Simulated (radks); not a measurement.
All-electron atom: K in [Ar] 4s1 (the NIST ground configuration). Calculated with a radial shooting solver on a logarithmic mesh with Libxc functionals: non-relativistic Kohn-Sham, exchange-only r2SCAN, spin-polarised, spherical densities, point nucleus; open shells are filled with parallel spins first; meta-GGA in the generalised Kohn-Sham scheme.

Radial electron density D(r) = 4 pi r^2 rho(r):

```
   r/bohr * D(r) (the largest magnitude, 22.8, reaches the edge; | marks zero)
 0.009254 |       *
  0.01224 |            *
   0.0162 |                   *
  0.02144 |                           *
  0.02836 |                                     *
  0.03723 |                                              *
  0.04926 |                                                    *
  0.06518 |                                                   *
  0.08624 |                                             *
   0.1141 |                                      *
    0.151 |                                      *
   0.1998 |                                               *
   0.2643 |                                                      *
   0.3497 |                                               *
    0.459 |                             *
   0.6073 |              *
   0.8036 |            *
    1.063 |               *
    1.407 |             *
    1.861 |      *
    2.463 | *
    3.259 |*
    4.312 |*
    5.659 *
    7.488 *
    9.908 *
    13.11 *
```

D(r) has 3 maxima, at r = 0.0560, 0.273, 1.12 bohr, and minima at 0.132, 0.724 bohr, inside which lie 2.16, 10.34 electrons.
